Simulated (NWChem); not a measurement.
System: tert-butyl chloride (C₄H₉Cl); SMILES CC(C)(C)Cl

**Question.** Give the equilibrium geometry at PBE0/def2-SVP (NWChem) as a Z-matrix, with the point group.

**Answer.** point group C3v; any orientation.
```
C
C 1 1.5202
H 2 1.0994 1 110.95
H 2 1.0995 3 108.34 1 -122.01
H 2 1.1024 3 108.39 4 -117.42
C 1 1.5202 2 111.76 3 -177.15
H 6 1.0994 1 110.95 2 56.74
H 6 1.0995 7 108.34 1 -122.01
H 6 1.1024 7 108.39 8 -117.42
C 1 1.5202 2 111.76 3 56.74
H 10 1.0994 1 110.95 2 -177.15
H 10 1.0995 11 108.34 1 -122.01
H 10 1.1024 11 108.39 12 -117.42
Cl 1 1.8310 2 107.07 3 -60.20
```
